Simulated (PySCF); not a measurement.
Excitation energy of Ir by level of theory

Ir [Xe] 4f14 5d7 6s2 (4F) → Ir [Xe] 4f14 5d7 6s1 6p1 (high-spin determinant), as a difference of total energies. All numbers are calculated (PySCF 2.14, a scalar-relativistic core potential, in aug-cc-pVDZ-PP with ECP60MDF (5s5p4d2f, 54 functions)). Correlated levels: valence: 5s2 5p6 frozen. The calculations carry no spin-orbit coupling.

| method | excitation energy (cm⁻¹) |
| --- | --- |
| UHF | 17538 |
| LDA | 33288 |
| PBE | 30895 |
| PBE0 | 28529 |
| r2SCAN | 28442 |
| B3LYP | 31815 |
| CAM-B3LYP | 30500 |
| PW91 | 30938 |
| BHandHLYP | 29399 |
| MP2 (valence) | 28380 |
| SCS-MP2 (valence) | 30498 |

The determinant of the upper state mixes LS terms, which raises its energy above the lowest term, most at the Hartree-Fock and MP2 levels.
